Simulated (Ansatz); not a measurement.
Cost and result for the atomization energy of FGe2H5O (`[F][GeH2][O][GeH3]`) (9 atoms, 8 bonds).

Cartesian coordinates in Å:
```
F 1.9634 0.6633 0.9151
Ge 1.4356 -0.6781 -0.0618
O -0.2974 -0.7916 0.1379
Ge -1.5042 0.5176 0.0252
H 2.0671 -1.9456 0.5147
H 1.8138 -0.3074 -1.5024
H -1.6402 1.1758 1.4050
H -2.8060 -0.1700 -0.4048
H -1.0320 1.5360 -1.0289
```

Total charge 0; spin multiplicity 1. Correlated methods include outer-core shells of Ge, which these sets cover unevenly. Scalar relativity is left out up to krypton. The geometry is a stationary point of PBE0-D4/def2-TZVP. It is one conformer, not always the lowest. Program: Ansatz. All runs use 4 threads of a server CPU on a shared host. Times are those of one run each, without the atoms' runs, and a repeat can differ threefold. Electronic energies, without spin–orbit coupling; frozen cores. CCSD(T)/CBS adds CCSD(T) − MP2 in def2-TZVPP to the MP2 limit, and its time is that of the two runs behind it. T1 = 0.012. With those shells the extrapolation isn't a true limit. B3LYP takes the VWN-RPA correlation (the form of Gaussian; ORCA's B3LYP/G).

CCSD(T)/CBS is a level of theory with its own doubt, some kJ/mol a heavy atom from the limit and from the frozen cores, so smaller differences don't rank the functionals.

| level | functions | wall time | atomization (kJ/mol) | difference from CCSD(T)/CBS | per bond |
| --- | --- | --- | --- | --- | --- |
| PBE-D4/def2-TZVPP (with forces) | 228 | 2.1 s | 2721.9 | -38.0 | -4.7 |
| PBE0-D4/def2-TZVPP | 228 | 2.5 s | 2674.3 | -85.6 | -10.7 |
| r2SCAN-D4/def2-TZVPP (with forces) | 228 | 3.5 s | 2737.9 | -22.0 | -2.7 |
| B3LYP-D4/def2-TZVPP (with forces) | 228 | 3.8 s | 2704.0 | -55.9 | -7.0 |
| B2PLYP/def2-TZVPP | 228 | 4.6 s | 2699.1 | -60.8 | -7.6 |
| ωB97X-V/def2-TZVPP | 228 | 6.5 s | 2759.2 | -0.7 | -0.1 |
| ωB97M-V/def2-TZVPP (with forces) | 228 | 9 s | 2714.8 | -45.1 | -5.6 |
| MP2/def2-QZVPP | 442 | 19 s | 2767.4 | 7.5 | 0.9 |
| CCSD(T)/def2-TZVPP | 228 | 2.6 min | 2704.5 | -55.4 | -6.9 |
| CCSD(T)/CBS(def2) | – | 2.9 min | 2759.9 | 0.0 | 0.0 |

In def2-TZVPP, CCSD(T) changes the Hartree–Fock value by +760.4 kJ/mol (the triples alone add +39.8 kJ/mol) and MP2 by +789.6 kJ/mol; breaking electron pairs costs correlation energy, which Hartree–Fock lacks. The D4 term adds +27.8 kJ/mol with B3LYP and +14.6 kJ/mol with PBE0; it sums over pairs of atoms, weighted by their polarisabilities, and B3LYP, whose exchange is more repulsive, gets the larger term. From PBE to PBE0 (25 % exact exchange), in def2-TZVPP and without D4, the atomization energy moves by −45.1 kJ/mol: exact exchange takes away binding that semilocal exchange gives to molecules.
